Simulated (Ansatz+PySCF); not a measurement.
# doublet YO: levels of theory in one basis

```xyz
2

Y     0.0000    0.0000   -0.2805
O     0.0000    0.0000    1.3676
```

Basis set: def2-SVP (spherical functions, with the set's core potentials past Kr). Left uncorrelated: 1 orbital. Correlation on ROHF uses semicanonical orbitals with singles. Charge 0, multiplicity 2.

Computed with Ansatz (development build ahead of 0.2.0); each method stands on the lowest determinant of its kind that the runs found.

```tsv
method	E − E(ROHF) (eV)	<S²> of the determinant
ROHF	0.00	0.75
UHF	-0.01	0.75
ROHF-MP2	-10.05	–
UHF-MP2	-10.05	0.75
ROHF-CCSD(T)	-10.17	–
```

Problem. What does ROHF-CCSD give on the same scale?

Solution. -9.77 eV.

Problem. Is a single determinant a sound starting point here?

Solution. By this sign, yes. Unrestricted orbitals gain 0.01 eV and <S²> is 0.75 against 0.75 for a pure state.
